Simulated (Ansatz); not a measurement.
`O[SiH]([SiH3])[TeH]` + H–F → `O[SiH](F)[SiH3]` + H₂Te at 700 K and 1 bar (ligand exchange at the Si–Te bond).

Isolated molecules relaxed with PBE0-D4/def2-TZVP in Ansatz; ΔE leaves out vibrations. CCSD(T)/CBS adds triple-zeta CCSD(T) − MP2 to the extrapolated MP2 energy (def2 sets, frozen cores). This one scheme is used for every species. def2 core potentials past Kr. For Te outer-core shells are correlated without core-valence functions, which leaves a few kJ/mol of doubt a bond. Each species was taken in one conformer, which may not be the lowest.

```json
{"species": "`O[SiH]([SiH3])[TeH]`", "CCSD(T)/CBS energy (Eh)": "-924.72516", "H − E (kJ/mol)": "231.6", "S (J/(mol·K))": "518.4"}
{"species": "H–F", "CCSD(T)/CBS energy (Eh)": "-100.39570", "H − E (kJ/mol)": "45.2", "S (J/(mol·K))": "198.5"}
{"species": "`O[SiH](F)[SiH3]`", "CCSD(T)/CBS energy (Eh)": "-756.23815", "H − E (kJ/mol)": "208.1", "S (J/(mol·K))": "452.3"}
{"species": "H₂Te", "CCSD(T)/CBS energy (Eh)": "-268.91024", "H − E (kJ/mol)": "57.2", "S (J/(mol·K))": "261.6"}
```

H − E and S are ideal-gas, rigid-rotor, harmonic terms from PBE0-D4/def2-TZVP, for one conformer and one mirror image of each species. 1 Eh = 2625.50 kJ/mol, R = 8.31446 J/(mol·K).

Problem. By hand: ΔE, ΔH, ΔS and ΔG.

Solution. ΔE = (-756.23815) + (-268.91024) − (-924.72516) − (-100.39570) = -0.02753 Eh = -72.3 kJ/mol. Δ(H − E) = 208.1 + 57.2 − 231.6 − 45.2 = -11.5, so ΔH = -83.8 kJ/mol. ΔS = 452.3 + 261.6 − 518.4 − 198.5 = -3.0 J/(mol·K). ΔG = -83.8 − 700 × (-3.0)/1000 = -81.7 kJ/mol.

Problem. By hand: the equilibrium constant, and the temperature at which ΔG would vanish if ΔH and ΔS stayed fixed.

Solution. log₁₀ K = −ΔG/(RT ln 10) = 6.1. ΔG = 0 at ΔH/ΔS = 27933 K, far beyond where these terms or the molecules hold.

The number of gas molecules stays the same, so ΔS is small and ΔH decides. A doubt of 5 kJ/mol in ΔE shifts log₁₀ K by 0.4 here. Other conformers and mirror images would add mixing entropy, several J/(mol·K) or more a flexible species. These are equilibria of isolated gas molecules and say nothing of rates. Largest T1 diagnostic: 0.013 (customary marks: 0.02 for closed shells, 0.045 for open ones).
